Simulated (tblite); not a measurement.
Input of a run (GFN2-xTB geometry optimisation, gas phase (tblite 0.8.0)), started from a force field or distance geometry:
```
{"job": {"kind": "relax", "xc": "GFN2-xTB", "basis": "xTB"}, "charge": 0, "multiplicity": 2}
O     -2.409400     0.634500     0.565000
C     -1.859300    -0.286400    -0.341100
C     -0.347900    -0.117300    -0.242700
C      0.488500    -0.553300     0.715500
C      1.785000    -0.279300     0.588100
C      2.104700     0.437800    -0.539900
S      0.604700     0.636700    -1.253000
H     -1.750100     0.798300     1.269000
H     -2.037500    -1.293200     0.126500
H     -2.231800    -0.174000    -1.345800
H      2.562100    -0.591900     1.306500
H      3.092200     0.787500    -0.874000
```

Output (eV, eV/Å):
```
step      E/eV     max force
  0    -554.79319    8.270
  1    -555.65108    2.046
  2    -555.78770    0.900
  3    -555.85202    0.547
  4    -555.88492    0.485
  5    -555.90055    0.349
  6    -555.90842    0.297
  7    -555.91290    0.234
  8    -555.91832    0.257
  9    -555.92486    0.296
 10    -555.93040    0.215
 11    -555.93433    0.223
 12    -555.93812    0.197
 13    -555.94255    0.198
 14    -555.94701    0.169
 15    -555.95045    0.155
 16    -555.95284    0.106
 17    -555.95491    0.138
 18    -555.95676    0.128
 19    -555.95811    0.090
 20    -555.95916    0.080
 21    -555.96016    0.099
 22    -555.96104    0.119
 23    -555.96191    0.084
 24    -555.96256    0.054
 25    -555.96297    0.051
 26    -555.96347    0.077
 27    -555.96395    0.088
 28    -555.96437    0.070
 29    -555.96473    0.058
 30    -555.96512    0.065
 31    -555.96558    0.057
 32    -555.96611    0.061
 33    -555.96659    0.050
 34    -555.96694    0.052
 35    -555.96718    0.039
 36    -555.96738    0.038
 37    -555.96752    0.032
 38    -555.96762    0.035
 39    -555.96768    0.024
 40    -555.96775    0.023
 41    -555.96781    0.024
 42    -555.96787    0.020
 43    -555.96790    0.021
 44    -555.96794    0.021
 45    -555.96798    0.021
 46    -555.96802    0.016
 47    -555.96804    0.010
```

Q: Summarise the run.

A: The energy falls by 113.4 kJ/mol over 47 L-BFGS steps, the largest force on an atom goes from 8.27 to 0.010 eV/Å, and the atoms move by 0.168 Å rms after alignment. The bond that changes most is C3–S7 (ends: carbon bonded to 2 C and S; sulfur bonded to 2 C), which lengthens by 0.200 Å. Bonds longer at the end by more than 0.005 Å: 5 of 12; shorter: 7. Among the angles that change most is C5–C6–S7, from 101.7° to 112.9°. Among the dihedrals that turn most is H8–O1–C2–C3, from -26° to -57°. The energy never rose by more than 1e-5 eV on the way. The first step brought 73 % of the lowering.

Q: What are the final bond lengths?

A: O1–C2 1.410 Å, C2–C3 1.492 Å, C3–C4 1.330 Å, C4–C5 1.400 Å, C5–C6 1.360 Å, C6–S7 1.726 Å, C3–S7 1.780 Å, O1–H8 0.964 Å, C2–H9 1.101 Å, C2–H10 1.092 Å, C5–H11 1.074 Å, C6–H12 1.073 Å. Numbering counts from 1 in the input's order; the species is `OCc1[c]ccs1` [radical].

Time: 0.25 s. Hardware: one thread of an Arm Neoverse V1, shared host.

Its GFN2-xTB frequencies are all real (lowest 27 cm⁻¹). 3 starts were optimised and ended at 0.00, 0.07 and 0.23 kcal/mol (GFN2-xTB); the lowest of these is shown.

One conformer stands for the species.

The numbers are calculated, not measured.
